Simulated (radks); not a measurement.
Values are calculated unless marked as measured or tabulated.
Spherical quantum dot in the effective-mass picture: electrons in a parabolic well V = omega^2 r^2 / 2 with omega = 0.121, with a point charge +1 (a donor) at the centre, all in effective atomic units (hartree* = m*/eps^2 hartree, bohr* = eps/m* bohr), one dielectric constant everywhere. Level of theory: non-relativistic Kohn-Sham, PBEsol, spin-polarised, spherical densities (a radial shooting solver with Libxc functionals). Levels are named by radial order and angular momentum (1s, 1p, 1d, 2s, ...), and open shells are averaged over m. Results are scaled to m* = 0.29 and eps = 5.8, for which hartree* = 234.6 meV and bohr* = 1.058 nm.

N = 19, configuration 1s2 1p6 1d(up 5, down 4) 2s2. This is the lowest configuration that the search found. Occupied levels:

level    occupation  eigenvalue (meV)  <r> (nm)
1s up             1            548.02     3.558
1s down           1            548.11     3.457
1p up             3            561.98     8.390
2s up             1            562.03     7.407
2s down           1            562.59     7.477
1p down           3            562.65     8.363
1d up             5            570.49     9.099
1d down           4            571.22     9.089

Energy (meV): total 5982.20, kinetic 406.99, external 1282.2, Hartree 4945.0, exchange-correlation -652.01.

Electron density:

r (nm)  n(r) (e/nm^3)
0.775         0.07646
2.07          0.01093
3.37         0.002936
4.66         0.002282
5.96         0.002978
7.25         0.003587
8.55         0.003428
9.84         0.002429
11.1         0.001184
12.4        0.0003579
13.7       0.00006992
15.0        8.761e-06
16.3        7.147e-07
